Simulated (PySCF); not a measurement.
SMILES CSCS, PBE0/def2-SVP optimised geometry.

```
10

C      1.40    -0.61     0.00
S     -0.40    -0.61     0.00
C     -0.72     1.17     0.00
S     -0.12     2.11    -1.43
H      1.73    -1.65    -0.16
H      1.81    -0.25     0.96
H      1.78     0.02    -0.82
H     -1.81     1.27     0.10
H     -0.26     1.65     0.88
H     -0.78     1.39    -2.37
```

Density from PBE0/def2-TZVP in PySCF at that geometry.

Minimum of the electron density along straight lines between bonded atoms, close to the bond critical point (lines longer than 1.1 times the sum of covalent radii, or with two minima, are not listed):

```
bond    length / Å  ρ at the minimum / e bohr⁻³  ∇²ρ there / e bohr⁻⁵  position (fraction from the first atom)
------  ----------  ---------------------------  --------------------  ---------------------------------------
C1–S2        1.803                        0.186                 -0.32                                     0.47
S2–C3        1.805                        0.186                 -0.32                                     0.52
C3–S4        1.820                        0.179            (withheld)                                     0.47
C1–H5        1.099                        0.273                 -0.93                                     0.65
C1–H6        1.101                        0.273                 -0.92                                     0.65
C1–H7        1.100                        0.274                 -0.93                                     0.65
C3–H8        1.100                        0.277                 -0.95                                     0.65
C3–H9        1.102                        0.276                 -0.94                                     0.65
S4–H10       1.351                   (withheld)            (withheld)                                     0.65
```

Question: Complete the blanks.

Answer: 
- C3–S4, ∇²ρ there / e bohr⁻⁵: -0.29
- S4–H10, ρ at the minimum / e bohr⁻³: 0.214
- S4–H10, ∇²ρ there / e bohr⁻⁵: -0.62
